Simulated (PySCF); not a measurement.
C₆ coefficients of unlike pairs at UHF

Calculated with PySCF 2.14 from the dipole response of each species, C₆(A,B) = (3/π) ∫ α_A(iu) α_B(iu) du, in atomic units, from isotropic polarisabilities. For ions this is the dispersion term alone; charge-induced terms of lower order in 1/R come first.

| species | configuration | basis | relativity | α (bohr³) | C₆ (like pair) |
| --- | --- | --- | --- | --- | --- |
| Cl⁺ | [Ne] 3s2 3p4 (3P) | aug-cc-pV(Q+d)Z with one added diffuse shell each of s, p, d, f, g type (8s7p6d4f3g) | none | 8.566 | 40.41 |
| P⁺ | [Ne] 3s2 3p2 (3P) | x2c-QZVPPall with one added diffuse shell each of s, p, d, f type (10s7p5d3f1g) | spin-free X2C | 14.42 | 74.70 |
| F²⁺ | [He] 2s2 2p3 (4S) | aug-cc-pwCVDZ (5s4p2d) | none | 1.285 | 1.599 |
| Mo | [Kr] 4d5 5s1 (7S) | aug-cc-pVTZ-PP with ECP28MDF (6s6p5d3f2g) | core potential | 108.1 | 1196 |

Question: Estimate C₆ for F²⁺ with Cl⁺.

Answer: The integral gives 7.613. The combination rule 2 C_A C_B / (C_A α_B/α_A + C_B α_A/α_B) gives 7.728 and the geometric mean 8.038.

No spin-orbit coupling is included.

The other pairs:

```
   pair     C₆
 Mo, P⁺  265.0
F²⁺, P⁺  9.592
P⁺, Cl⁺  53.79
Mo, Cl⁺  177.8
Mo, F²⁺  29.90
```
